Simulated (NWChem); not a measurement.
All runs are NWChem calculations. System: CH2NS, charge 0, spin multiplicity 2, at a geometry optimised with UPBE0/def2-SVP. The structure started from a generated list of species. Its SCF solution wasn't tested for a lower state. Level: UHF/def2-TZVP.

The NWChem input:

```
start mol
memory heap 200 mb stack 900 mb global 1100 mb
geometry units angstroms nocenter noautoz
  N     -0.001082    -1.601901     0.000000
  C      0.459153    -0.372585     0.000000
  S     -0.148921     1.103356     0.000000
  H     -0.999842    -1.814015     0.000000
  H      0.635232    -2.390871     0.000000
  symmetry group Cs
end
basis spherical
  * library def2-tzvp
end
scf
  uhf
  nopen 1
  maxiter 100
  thresh 1e-7
  semidirect memsize 60000000 filesize 0
  # guess.movecs holds the orbitals of an unrestricted PBE0 run
  vectors input guess.movecs output mol.movecs
end
task scf energy
```

Output (cleaned and shortened):

```
             Northwest Computational Chemistry Package (NWChem) 7.3.0
             --------------------------------------------------------

                                NWChem Input Module
                                -------------------

 Scaling coordinates for geometry "geometry" by  1.889725989
 (inverse scale =  0.529177249)

 Turning off AUTOSYM since
 SYMMETRY directive was detected!

                             Geometry "geometry" -> ""
                             -------------------------

 Output coordinates in angstroms (scale by  1.889725989 to convert to a.u.)

  No.       Tag          Charge          X              Y              Z
 ---- ---------------- ---------- -------------- -------------- --------------
    1 N                    7.0000    -0.00108200    -1.60190100     0.00000000
    2 C                    6.0000     0.45915300    -0.37258500     0.00000000
    3 S                   16.0000    -0.14892100     1.10335600     0.00000000
    4 H                    1.0000    -0.99984200    -1.81401500     0.00000000
    5 H                    1.0000     0.63523200    -2.39087100     0.00000000

 Effective nuclear repulsion energy (a.u.)      86.4853104184

            Nuclear Dipole moment (a.u.)
            ----------------------------
        X                 Y               Z
 ---------------- ---------------- ----------------
    -0.0000037795    -0.0000132281     0.0000000000

      Symmetry information
      --------------------

 Group name             Cs
 Group number              2
 Group order               2
 No. of unique centers     5

      Symmetry unique atoms

     1    2    3    4    5


 Summary of "ao basis" -> "" (spherical)
 ------------------------------------------------------------------------------
       Tag                 Description            Shells   Functions and Types
 ---------------- ------------------------------  ------  ---------------------
 *                         def2-tzvp                  on all atoms

 Summary of "ao basis" -> "ao basis" (spherical)
 ------------------------------------------------------------------------------
       Tag                 Description            Shells   Functions and Types
 ---------------- ------------------------------  ------  ---------------------
 N                         def2-tzvp                11       31   5s3p2d1f
 C                         def2-tzvp                11       31   5s3p2d1f
 S                         def2-tzvp                13       37   5s5p2d1f
 H                         def2-tzvp                 4        6   3s1p

                                 NWChem SCF Module
                                 -----------------

  ao basis        = "ao basis"
  functions       =   111
  atoms           =     5
  alpha electrons =    16
  beta  electrons =    15
  charge          =   0.00
  wavefunction    = UHF
  use symmetry    = T
  symmetry adapt  = T

 Summary of "ao basis" -> "ao basis" (spherical)
 ------------------------------------------------------------------------------
       Tag                 Description            Shells   Functions and Types
 ---------------- ------------------------------  ------  ---------------------
 N                         def2-tzvp                11       31   5s3p2d1f
 C                         def2-tzvp                11       31   5s3p2d1f
 S                         def2-tzvp                13       37   5s5p2d1f
 H                         def2-tzvp                 4        6   3s1p
[...]
              MO Center= -5.8D-02,  5.0D-01, -2.0D-14, r^2= 2.4D+00
   Bfn.  Coefficient  Atom+Function         Bfn.  Coefficient  Atom+Function
  ----- ------------  ---------------      ----- ------------  ---------------
    79      0.448122  3 S  pz                82      0.317378  3 S  pz
    76      0.202891  3 S  pz                 8     -0.188520  1 N  pz
    14     -0.183592  1 N  pz                11     -0.181376  1 N  pz
    70     -0.162355  3 S  pz

 Vector   15  Occ=1.000000D+00  E=-3.632826D-01  Symmetry=a'
              MO Center=  1.1D-01,  5.9D-01,  1.4D-14, r^2= 2.0D+00
   Bfn.  Coefficient  Atom+Function         Bfn.  Coefficient  Atom+Function
  ----- ------------  ---------------      ----- ------------  ---------------
    77      0.346738  3 S  px                78      0.244328  3 S  py
    80      0.237673  3 S  px                81      0.172475  3 S  py
    37      0.170645  2 C  px                40      0.165323  2 C  px
    74      0.158957  3 S  px

 Vector   16  Occ=0.000000D+00  E= 6.869250D-02  Symmetry=a'
              MO Center=  1.7D-01, -4.1D-01,  1.2D-15, r^2= 4.3D+00
   Bfn.  Coefficient  Atom+Function         Bfn.  Coefficient  Atom+Function
  ----- ------------  ---------------      ----- ------------  ---------------
     5      0.919016  1 N  s                102     -0.824241  4 H  s
    36     -0.800781  2 C  s                 80      0.484229  3 S  px
    43     -0.352163  2 C  px                67      0.330149  3 S  s
   108     -0.237876  5 H  s                 37     -0.230878  2 C  px
    77      0.214637  3 S  px                40     -0.150669  2 C  px

 Vector   17  Occ=0.000000D+00  E= 1.259917D-01  Symmetry=a'
              MO Center=  4.2D-01, -2.3D+00,  2.9D-15, r^2= 5.0D+00
   Bfn.  Coefficient  Atom+Function         Bfn.  Coefficient  Atom+Function
  ----- ------------  ---------------      ----- ------------  ---------------
   108     -1.923845  5 H  s                  5      1.900850  1 N  s
   102     -0.758135  4 H  s                 13     -0.468763  1 N  py
     4     -0.282258  1 N  s                 80     -0.242808  3 S  px
    43      0.223765  2 C  px                 3      0.196342  1 N  s
    67      0.177919  3 S  s                 12      0.174705  1 N  px

 Vector   18  Occ=0.000000D+00  E= 1.384667D-01  Symmetry=a"
              MO Center=  2.3D-01,  2.9D-03,  5.5D-14, r^2= 3.1D+00
   Bfn.  Coefficient  Atom+Function         Bfn.  Coefficient  Atom+Function
  ----- ------------  ---------------      ----- ------------  ---------------
    45      0.838361  2 C  pz                82     -0.629969  3 S  pz
    14     -0.504647  1 N  pz                42      0.323236  2 C  pz
    39      0.310355  2 C  pz                 8     -0.166534  1 N  pz

 center of mass
 --------------
 x =   0.01152623 y =   0.13029249 z =   0.00000000

 moments of inertia (a.u.)
 ------------------
         304.660918582019          25.033103889594           0.000000000000
          25.033103889594          16.608611290419           0.000000000000
           0.000000000000           0.000000000000         321.269529872438

  Mulliken analysis of the total density
  --------------------------------------

    Atom       Charge   Shell Charges
 -----------   ------   -------------------------------------------------------
    1 N    7     7.49   0.82  1.16  0.50  0.82  0.14  1.54  1.79  0.67  0.01  0.04  0.00
    2 C    6     5.87   0.86  1.12  0.54  0.61  0.11  1.10  1.11  0.26  0.03  0.11  0.01
    3 S   16    16.19   2.01  0.49  1.48  1.04  0.77  4.18  1.69  0.89  2.27  1.26  0.04  0.07  0.01
    4 H    1     0.72   0.25  0.39  0.05  0.04
    5 H    1     0.72   0.25  0.39  0.03  0.04

  Mulliken analysis of the alpha density
  --------------------------------------

    Atom       Charge   Shell Charges
 -----------   ------   -------------------------------------------------------
    1 N    7     3.70   0.41  0.58  0.25  0.41  0.06  0.76  0.88  0.32  0.00  0.02  0.00
    2 C    6     3.30   0.43  0.56  0.30  0.34  0.09  0.69  0.69  0.13  0.02  0.06  0.01
    3 S   16     8.24   1.00  0.24  0.74  0.52  0.38  2.09  0.84  0.47  1.21  0.66  0.02  0.04  0.01
    4 H    1     0.40   0.13  0.21  0.04  0.02
    5 H    1     0.36   0.13  0.20  0.02  0.02

   Mulliken analysis of the beta density
   -------------------------------------

    Atom       Charge   Shell Charges
 -----------   ------   -------------------------------------------------------
    1 N    7     3.79   0.41  0.58  0.25  0.41  0.08  0.78  0.91  0.35  0.00  0.01  0.00
    2 C    6     2.57   0.43  0.56  0.24  0.27  0.03  0.41  0.42  0.14  0.02  0.06  0.01
    3 S   16     7.95   1.00  0.24  0.74  0.52  0.39  2.08  0.85  0.41  1.06  0.59  0.02  0.03  0.01
    4 H    1     0.33   0.12  0.18  0.01  0.02
    5 H    1     0.36   0.13  0.19  0.02  0.02

   Mulliken analysis of the spin density
   -------------------------------------

    Atom       Charge   Shell Charges
 -----------   ------   -------------------------------------------------------
    1 N    7    -0.09   0.00 -0.00  0.00 -0.00 -0.02 -0.02 -0.03 -0.03  0.00  0.01  0.00
    2 C    6     0.73   0.00 -0.00  0.06  0.07  0.06  0.29  0.27 -0.01 -0.00 -0.00 -0.00
    3 S   16     0.28   0.00  0.00 -0.00  0.01 -0.00  0.01 -0.01  0.06  0.14  0.07  0.00  0.00  0.00
    4 H    1     0.07   0.01  0.03  0.03 -0.00
    5 H    1     0.00   0.00  0.00 -0.00 -0.00

       Multipole analysis of the density wrt the origin
       ------------------------------------------------

     L   x y z        total         alpha         beta         nuclear
     -   - - -        -----         -----         ----         -------
     0   0 0 0     -0.000000    -16.000000    -15.000000     31.000000

     1   1 0 0     -0.195161     -0.514896      0.319739     -0.000004
     1   0 1 0     -1.659947     -0.846818     -0.813116     -0.000013
     1   0 0 1     -0.000000     -0.000000      0.000000      0.000000

     2   2 0 0    -18.331908    -16.567934    -12.559230     10.795257
     2   1 1 0     -0.267492      6.451900      5.237759    -11.957151
     2   1 0 1     -0.000000     -0.000000     -0.000000      0.000000
     2   0 2 0    -14.079958    -93.207637    -89.714924    168.842603
     2   0 1 1      0.000000      0.000000     -0.000000      0.000000
     2   0 0 2    -20.016719    -10.323236     -9.693484      0.000000

 Task  times  cpu:       10.7s     wall:       10.7s

 Total times  cpu:       10.7s     wall:       10.7s
```
